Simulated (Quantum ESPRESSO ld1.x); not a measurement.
The numbers below are computed, except where a source is named.
Q: Te II, 51 electrons, occupied as [Kr] 4d10 5s1.5 5p3 4f0.5 (fractional occupations, a model configuration). Level of theory: scalar-relativistic Kohn-Sham, LDA (Slater exchange, Perdew-Wang correlation), spin-polarised, spherical densities, point nucleus; open shells are filled with parallel spins first (ld1.x of Quantum ESPRESSO 7.5). Some entries of the table are withheld. Estimate them.

| orbital | occ. | eigenvalue (eV) | r(max) (bohr) |
|---|---|---|---|
| 1s up | 1 | -31606.6 | 0.01795 |
| 1s down | 1 | -31606.5 | 0.01795 |
| 2s up | 1 | -4858.85 | 0.1015 |
| 2s down | 1 | -4858.78 | 0.1015 |
| 2p up | 3 | -4365.61 | 0.08124 |
| 2p down | 3 | -4365.50 | 0.08124 |
| 3s up | 1 | -976.862 | 0.2930 |
| 3s down | 1 | -976.741 | 0.2930 |
| 3p up | 3 | -816.512 | 0.2865 |
| 3p down | 3 | -816.382 | 0.2865 |
| 3d up | 5 | -573.337 | 0.2376 |
| 3d down | 5 | -573.216 | 0.2376 |
| 4s up | 1 | -177.047 | 0.7005 |
| 4s down | 1 | -176.781 | 0.7006 |
| 4p up | 3 | -127.252 | 0.7374 |
| 4p down | 3 | -126.946 | 0.7375 |
| 4d up | 5 | -54.7821 | 0.8108 |
| 4d down | 5 | -54.2421 | 0.8099 |
| 5s up | 1 | -27.8519 | 1.762 |
| 5s down | 0.5 | -25.4127 | 1.742 |
| 5p up | 3 | (1) | 2.058 |
| 5p down | 0 | (2) | 2.054 |
| 4f up | 0.5 | -2.1281 | 8.469 |
| 4f down | 0 | -1.8452 | 9.500 |

A: 
(1) 5p up eigenvalue (eV): -17.6241
(2) 5p down eigenvalue (eV): -15.1822
